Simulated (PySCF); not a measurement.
**State search for TlBr**

Unrestricted PBE0; Tl def2-SVP with ECP60, Br def2-SVP; scalar-relativistic core potentials (PySCF 2.14). Outer shells of the fragments: Tl 5d10 6s2 6p1; Br 3d10 4s2 4p5.

Followed along the bond (rough minima from three points):

```json
{"2Ms+1": "1", "unpaired": "none", "⟨S²⟩ at the start": "0.00", "R at minimum (Å)": "2.67", "Te (eV)": "0.00"}
{"2Ms+1": "3", "unpaired": "σ ↑, π ↑", "⟨S²⟩ at the start": "2.01", "R at minimum (Å)": "2.79", "Te (eV)": "3.83"}
```

Solutions found at the starting distance of 2.545 Å, counted from the lowest of them; the search is not exhaustive and high or unbound solutions are not listed, so other states can lie among these:

```csv
2Ms+1,unpaired,term,E (eV),⟨S²⟩,⟨Lz²⟩,μ (D)
1,none,¹Σ⁺,0.00,0.00,0.00,-3.58
3,"σ ↑, π ↑",³Π,3.86,2.01,1.00,-1.03
1,"σ ↓, π ↑",mixed,4.12,1.01,1.00,-0.66
3,π ↑↑,mixed,4.96,2.00,2.01,2.79
3,π ↑↑,mixed,5.10,2.00,2.01,2.81
3,σ ↑↑,³Σ⁺,5.57,2.00,0.00,0.55
3,"σ ↑, π ↑",³Π,6.65,2.00,1.01,3.82
```

A term symbol is given only where ⟨S²⟩ and ⟨Lz²⟩ are close to those of a pure state; real π, δ and φ orbitals otherwise mix terms. A positive dipole means Tl(−)Br(+).

The measured ground state is X ¹Σ+ (Huber and Herzberg, Constants of Diatomic Molecules (1979)).

Spin–orbit coupling is left out, which matters for elements this heavy, above all for dissociation energies. Counting both spins, an empty level lies below a filled one in some of these solutions, because spin and occupation are held.
